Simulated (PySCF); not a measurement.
PySCF job for germane (H4Ge), SMILES [GeH4], B3LYP/pcSseg-2. Geometry: B3LYP-D3(BJ)/def2-TZVP.

```python
import numpy as np
from pyscf import gto, scf, dft
from pyscf.prop.nmr import rks as nmr

mol = gto.M(
    atom='''
    Ge    0.00000000    0.00000000    0.00000000
    H     0.88673866   -0.88673866   -0.88673866
    H    -0.88673866   -0.88673866    0.88673866
    H    -0.88673866    0.88673866   -0.88673866
    H     0.88673866    0.88673866    0.88673866
    ''',
    basis='pcSseg-2',
    charge=0,
    spin=0,
    max_memory=2000,
    verbose=3,
)
mf = dft.RKS(mol, xc='b3lyp')
mf.grids.level = 3
mf.conv_tol = 1e-10
mf.max_cycle = 100
mf.kernel()
n = nmr.NMR(mf)
n.verbose = 2
n.max_cycle_cphf = 60
sigma = n.kernel()
print('atom   isotropic/ppm   span/ppm')
for i, s in enumerate(sigma):
    w = np.linalg.eigvalsh((s + s.T) / 2)
    print(f'{mol.atom_symbol(i):2s}{i + 1:3d} {w.mean():14.3f} {w[2] - w[0]:11.3f}')
```

Output:

```
converged SCF energy = -2079.48934478233
atom   isotropic/ppm   span/ppm
Ge  1       1629.133       0.000
H   2         27.831      16.252
H   3         27.831      16.252
H   4         27.831      16.252
H   5         27.831      16.252
```

The run converged.

Cost: very roughly 27 core-seconds.
